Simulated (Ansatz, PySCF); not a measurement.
Species: aminoborane, sum formula BNH$_{4}$, net charge 0, singlet state. SMILES: BN
Structure (B3LYP-D3(BJ)/def2-TZVP (Ansatz, a program for electronic structure) minimum search):
```xyz
6

B     -0.7766     0.0323    -0.0041
N      0.6098    -0.0254     0.0032
H     -1.3984    -0.9854    -0.0254
H     -1.3119     1.0982     0.0110
H      1.1972     0.7922     0.0209
H      1.1274    -0.8889    -0.0085
```

Wanted: vertical ionisation energy (to the doublet state of charge +1; each state is the SCF solution reached for its spin), in eV. Cores are frozen in the correlated levels unless marked. Open shells are spin-unrestricted. Spin-orbit coupling is left out. Non-relativistic. Basis-set limits of correlation are two-point, X^-3; Hartree-Fock from the larger set. The bracket is a focal-point correction in the basis named.

```tsv
level	program	vertical ionisation energy (eV)
B3LYP/def2-TZVPD	Ansatz	___
M06-2X/def2-TZVPD	PySCF	11.40
B2PLYP/def2-TZVPD	Ansatz	___
SCS-MP2/aug-cc-pVDZ	Ansatz	11.22
SCS-MP2/def2-TZVPPD	Ansatz	11.33
CCSD/def2-SVPD	Ansatz	11.18
CCSD/aug-cc-pVTZ	Ansatz	___
CCSD/def2-TZVPPD	Ansatz	11.19
RI-MP2/CBS(aug-cc-pVTZ,aug-cc-pVQZ)+[CCSD(T)-MP2]/aug-cc-pVTZ	Ansatz	___
```

Problem. What belongs in the gaps?

Solution. 
- B3LYP/def2-TZVPD, vertical ionisation energy (eV): 11.39
- B2PLYP/def2-TZVPD, vertical ionisation energy (eV): 11.32
- CCSD/aug-cc-pVTZ, vertical ionisation energy (eV): 11.21
- RI-MP2/CBS(aug-cc-pVTZ,aug-cc-pVQZ)+[CCSD(T)-MP2]/aug-cc-pVTZ, vertical ionisation energy (eV): 11.44
